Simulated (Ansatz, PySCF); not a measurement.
Gas-phase reaction in SMILES: N[SiH2]N → N[SiH]N + H atom (the H-Si bond at the site shown breaks; other sites are not compared here)
Geometries: B3LYP-D3(BJ)/def2-TZVP minima from Ansatz (a program for electronic structure), one conformer each, not searched for the lowest. Frequencies are from Ansatz or PySCF.
Geometry of the first species:
```xyz
9

Si     0.0195    -0.4378    -0.1029
N      1.3660     0.5720    -0.4677
N     -1.3998     0.1869     0.6462
H      0.5367    -1.4591     0.8334
H     -0.4283    -0.9755    -1.4059
H      1.9937     0.8943     0.2518
H      1.3509     1.2078    -1.2495
H     -1.4228     0.4074     1.6293
H     -2.0665     0.7416     0.1328
```

Property: bond dissociation energy (0 K, with B3LYP-D3(BJ) harmonic zero-point energies), in eV. Cores are frozen in the correlated levels unless marked. Open shells are spin-unrestricted. Spin-orbit coupling is left out. No relativistic terms. Basis-set limits of correlation are two-point, X^-3; Hartree-Fock from the larger set. [CCSD(T)-MP2]/basis is that difference in the basis named.

```csv
level,program,bond dissociation energy (eV),minus last row
PBE-D3(BJ)/def2-TZVPD,Ansatz + dftd3,3.66,-0.35
r2SCAN/def2-TZVPD,Ansatz,3.73,-0.28
r2SCAN-D4/def2-TZVPD,Ansatz + dftd4,3.73,-0.28
PBE0/STO-3G,Ansatz,5.00,0.99
BHLYP-D4/def2-TZVPD,Ansatz + dftd4,3.91,-0.10
wB97M-V/def2-TZVPD,Ansatz,3.99,-0.02
RPA@PBE/cc-pV(Q+d)Z,Ansatz,3.89,-0.12
MP2/STO-3G,Ansatz,4.67,0.66
"RI-MP2/CBS(cc-pV(T+d)Z,cc-pV(Q+d)Z)+[CCSD(T)-MP2]/cc-pV(T+d)Z",Ansatz,4.02,0.01
"CCSD(T)/CBS(cc-pV(T+d)Z,cc-pV(Q+d)Z)",Ansatz,4.01,0.00
```
